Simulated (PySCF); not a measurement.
PySCF input:

```python
from pyscf import gto, scf, dft

mol = gto.M(
    atom='''
    Mg    1.07465477    0.19135820    0.12472361
    Br   -0.32716292    1.64158889   -1.35875099
    Br   -0.04129015   -1.70719742    1.31598861
    ''',
    basis='def2-tzvpd',
    charge=-1,
    spin=1,
    verbose=4,
)

mf = dft.UKS(mol, xc='pw6b95').density_fit(auxbasis='def2-universal-jkfit')
mf.grids.level = 3
mf.conv_tol = 1e-9
mf.max_cycle = 100
mf.max_memory = 1500
mf.kernel()
if not mf.converged:
    mf = mf.newton()
    mf.kernel(mf.make_rdm1())
for _ in range(2):
    mo, _, stable, _ = mf.stability(return_status=True)
    if stable:
        break
    mf.kernel(mf.make_rdm1(mo, mf.mo_occ))
mf.analyze()
```

Question: Which total energy does the run end on?

Answer: -5351.05479 Eh (PW6B95/def2-TZVPD).
